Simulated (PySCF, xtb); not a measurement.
In(Br)2(Me) (CH3Br2In), SMILES [CH3][In]([Br])[Br].

xtb with GFN2-xTB at its own geometry gives an orbital gap of 2.93 eV and a dipole moment of 5.87 D.

The structure is a stationary point at B3LYP-D3(BJ)/def2-SVP. The structure was generated by enumeration; whether it is a known compound was not checked. The def2 effective core potentials stand for the cores of In; spin–orbit coupling is left out.

What does PySCF with PBE/def2-TZVP give? (An estimate is asked for; the answer gives what the named calculation found.)

gap 4.01 eV (levels -6.89 and -2.87 eV), dipole 3.42 D.
